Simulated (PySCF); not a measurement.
**Where the electron goes**

Species: CH6Cl3PSi2.
Cartesian coordinates in Å at the GFN2-xTB level; atoms count from 1:
```
atom  x, y, z in Å
Cl1    2.0052    2.1682    0.0842
Si2    1.9687    0.3008    0.8396
P3     1.0032   -1.1976   -0.5377
Si4   -0.8618   -0.2087   -1.2219
C5    -1.9348   -0.1261    0.3816
Cl6   -1.5227   -1.5064    1.4139
Cl7   -1.5985    1.3858    1.2489
H8     1.2571    0.3093    2.1106
H9     3.3497   -0.1501    1.0033
H10    1.7391   -0.8498   -1.6581
H11   -0.8506    1.1531   -1.7580
H12   -1.5503   -1.1183   -2.1401
H13   -3.0087   -0.1598    0.2159
```

Theory: PySCF 2.14.0, density-fitted response routines, TDDFT CAM-B3LYP/def2-SVPD, vertical, gas phase, core orbitals frozen in the response.

Frontier orbitals with the atoms that hold most of them (Löwdin shares over 4%, at most four atoms; ? is withheld):

```tsv
orbital	ε (eV)	atoms
LUMO+2	0.78	Si2 22%, P3 21%, Cl1 11%, H9 9%
LUMO+1	0.73	Cl7 20%, Cl1 15%, Si4 12%, Cl6 11%
LUMO	0.16	Si4 22%, Cl6 16%, P3 13%, Cl7 9%
HOMO	?	?
HOMO-1	-9.75	?
HOMO-2	-10.13	P3 25%, Cl1 14%, Si2 14%, Si4 14%
HOMO-3	-10.25	Cl7 46%, Cl6 31%, Cl1 7%
```

Task: Give the leading atoms of the HOMO.

Result: P3 (bonded to 2 Si and H) 57%; Cl1 (bonded to Si) 11%; Si4 (bonded to C, P and 2 H) 8%; Si2 (bonded to Cl, P and 2 H) 7%. By element: phosphorus 57%, silicon 16%, chlorine 11% or more.

Task: Which atoms hold the HOMO-1, and with what shares?

Result: Cl7 (bonded to C) 34%; Cl6 (bonded to C) 22%; C5 (bonded to 2 Cl, Si and H) 19%; Si4 (bonded to C, P and 2 H) 10%. By element: chlorine 55% or more, carbon 19%, silicon 10% or more.

Task: What is the HOMO energy, and the HOMO–LUMO gap?

Result: ε(HOMO) = -8.68 eV; the gap is 8.83 eV (0.3246 hartree).

Task: How does S1 compare with the orbital gap of 8.83 eV?

Result: S1 is at 5.77 eV (f = 0.024), 3.06 eV below the gap, made of HOMO→LUMO (84%). Without the coupling terms of the response equations the lowest excitation would equal the gap.

Next come S2 at 6.32 eV (f 0.039), HOMO→LUMO+2 (56%), HOMO-1→LUMO (10%); S3 at 6.43 eV (f 0.029), HOMO-1→LUMO (39%), HOMO→LUMO+2 (20%), HOMO→LUMO+1 (17%); S4 at 6.63 eV (f 0.015), HOMO→LUMO+4 (71%); S5 at 6.68 eV (f 0.073), HOMO→LUMO+1 (34%), HOMO→LUMO+3 (32%).

One conformer stands for the species.

Without π bonds the low states are Rydberg-like; a valence basis with one diffuse set may place them up to an eV too high.
